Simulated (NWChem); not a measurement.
System: CH$_{5}$GeNO, singlet; SMILES C[O][Ge][NH2]

```xyz
9

Ge     0.3768    -0.7053     0.0000
O      0.7004     1.0899     0.0000
C     -0.2716     2.1053     0.0000
H     -0.9332     2.0701     0.8998
H      0.2336     3.0956     0.0000
H     -0.9332     2.0701    -0.8998
N     -1.4721    -0.6643     0.0000
H     -2.0767     0.1628     0.0000
H     -2.0188    -1.5297     0.0000
```
Atoms are numbered in this order, from 1.

Computed with NWChem. Pople sets run with spherical d functions. Low-valent species are run as closed-shell singlets; no triplet was tried in these runs. All runs use the structure optimised with PBE-D3(BJ)/def2-SVP.

For level Hartree-Fock/6-311G**:

```
Property                     Value
---------------------------  -----
highest occupied level (eV)  -9.88
orbital gap (eV)             11.61
dipole (D)                    2.46
```

Q: Estimate the same quantities for level Hartree-Fock/STO-3G.

A: 
- highest occupied level (eV): -6.91
- orbital gap (eV): 12.90
- dipole (D): 1.75
